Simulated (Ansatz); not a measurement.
CH8AlGaSi from Hartree–Fock to CCSD(T)

Cartesian coordinates in Å:
```
Al 1.6865 0.3192 0.1507
C -0.2577 0.5181 0.5418
Si -1.0984 -1.1178 0.7775
Ga -0.3972 1.0616 -1.3098
H 2.2581 -1.1521 -0.0105
H 2.6149 1.6011 0.2999
H -0.6093 1.2511 1.2696
H -0.9063 -1.9466 -0.4530
H -0.5441 -1.8917 1.9229
H -2.5690 -0.9875 0.9843
H -1.3032 1.7402 -2.3665
H 1.1256 0.6043 -1.8069
```

Charge 0, multiplicity 1. Correlated methods include outer-core shells of Ga, which these sets cover unevenly. Scalar relativity is left out up to krypton. The bonds changed during the relaxation, so this is another structure than the one it started from. All single points use the PBE0-D4/def2-TZVP geometry. Frozen core, restricted reference, the Gaussian-basis code of Ansatz.

```tsv
basis	HF (Eh)	MP2 corr.
def2-SVP	-2496.14654	-0.53611
def2-TZVPP	-2496.62736	-0.62900
def2-QZVPP	-2496.68589	-0.90272
```

Estimate the CCSD correlation energy and the (T) correction in each basis where they were run (hartree).


| basis | CCSD corr. | (T) |
| --- | --- | --- |
| def2-SVP | -0.58364 | -0.01877 |
| def2-TZVPP | -0.67766 | -0.02676 |
